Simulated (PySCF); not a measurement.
A GIAO shielding run with PySCF 2.14.0 with density-fitted response routines (density fitting, non-relativistic, gas phase) on SMILES CCCOC[Si@@H](C)[SiH3], C$_{5}$H$_{16}$OSi$_{2}$:

```
$ OMP_NUM_THREADS=1 python probes_run.py task.json out

{"job": {"kind": "nmr", "xc": "PBE0", "basis": "pcSseg-1"}, "charge": 0, "multiplicity": 1}
C      3.809303     0.451556     0.271876
C      2.302938     0.639611     0.388382
C      1.535197    -0.475141    -0.312173
O      0.157275    -0.225330    -0.181791
C     -0.677784    -1.161094    -0.839776
Si    -2.421803    -0.425765    -0.543529
C     -3.096234    -1.152513     1.085257
Si    -2.013825     1.849575    -0.421101
H      4.114649     0.438163    -0.772395
H      4.115585    -0.486120     0.731084
H      4.330132     1.264603     0.771420
H      2.005905     0.656807     1.438259
H      2.005319     1.590999    -0.055753
H      1.784020    -1.453221     0.132516
H      1.808654    -0.515043    -1.379957
H     -0.414501    -1.217398    -1.904821
H     -0.528734    -2.164163    -0.419659
H     -3.294143    -0.934242    -1.624869
H     -2.411015    -0.956602     1.905972
H     -3.241898    -2.228452     1.028078
H     -4.052511    -0.705924     1.341806
H     -1.196845     2.351790    -1.529809
H     -1.359895     2.266375     0.821338
H     -3.271524     2.611292    -0.482873
```

Hardware: 1 thread of an Arm Neoverse N1, shared host. The job also computes population analyses, field gradients.

Task: How large is the calculation?

Result: 82 electrons, 230 basis functions and 1238 auxiliary functions.

Task: How long does it take, and how much memory does it need?

Result: 110 s of wall time, with 12 SCF cycles and 4 response iterations; peak memory 1.1 GiB. Times on a shared host scatter by some tens of per cent.
